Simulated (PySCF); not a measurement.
C₆H₅F₂ (doublet state).
Structure used (GFN2-xTB), in Å, numbered top down from 1:
```
atom  x, y, z in Å
F1    -1.631   -2.088    0.203
C2    -0.728   -1.086    0.115
C3     0.593   -1.340    0.262
C4     1.527   -0.297    0.169
C5     1.088    1.013   -0.078
C6    -0.232    1.272   -0.226
F7    -0.659    2.532   -0.465
C8    -1.317    0.256   -0.146
H9     0.921   -2.350    0.450
H10    2.577   -0.501    0.286
H11    1.798    1.822   -0.153
H12   -2.037    0.521    0.645
H13   -1.905    0.246   -1.078
```

As a line formula: `F[C]1C=CC=C(C1)F` [radical].

Computed with UKS B3LYP, pcH-1 on C F H, non-relativistic, mean-field spin-orbit, GIAO in PySCF 2.14.0. Geometry: GFN2-xTB; no solvent, vibrations or thermal averaging. The geometry wasn't refined by DFT: couplings that depend on bond lengths, twists or pyramidal angles can differ widely from those at the functional's own minimum. Stability of the SCF solution: not tested. ⟨S²⟩ is 0.785 where a pure state has 0.75.

**Question.** Predict the first-order ENDOR lines of C4, C2/C6, C3/C5, C8, F1/F7, H12/H13, H10 and H9/H11 under fast tumbling at B = 348.7 mT (X band).

**Answer.** For S = 1/2 in fast tumbling each set of equivalent nuclei gives two lines, ν± = |νn ± a/2| to first order, with νn = g_N μN B/h and μN/h = 7.62259 MHz/T.

```csv
nuclei,isotope,g_N,νn (MHz),a_iso (MHz),lower line (MHz),upper line (MHz)
C4,13C,1.4048,3.73,48.59,20.56,28.03
C2/C6,13C,1.4048,3.73,42.61,17.57,25.04
C3/C5,13C,1.4048,3.73,-37.36,14.94,22.41
C8,13C,1.4048,3.73,-35.40,13.97,21.44
F1/F7,19F,5.2577,13.98,52.75,12.40,40.35
H12/H13,1H,5.5857,14.85,145.46,57.88,87.57
H10,1H,5.5857,14.85,-37.57,3.94,33.63
H9/H11,1H,5.5857,14.85,9.78,9.95,19.74
```

The rows for 13C, of low natural abundance, apply to labelled samples.

**Question.** Which pairs are centred on the nuclear Larmor frequency, and which on half the coupling?

**Answer.** Centred on νn, since |a| < 2νn: H9/H11. Centred on |a|/2 and split by 2νn: C4, C2/C6, C3/C5, C8, F1/F7, H12/H13 and H10.

**Question.** At what field would the lower line of H10 fall to zero frequency?

**Answer.** Where νn = |a|/2, that is B = 18.79 MHz/(5.5857 × 7.62259 MHz/T) = 441 mT, as far as first order holds there.

Means are taken over nuclei equivalent by connectivity, which assumes that they swap fast.

The SMILES draws the unpaired electron on C2; the largest computed Mulliken spin population is on C4 (0.56 against 0.38).
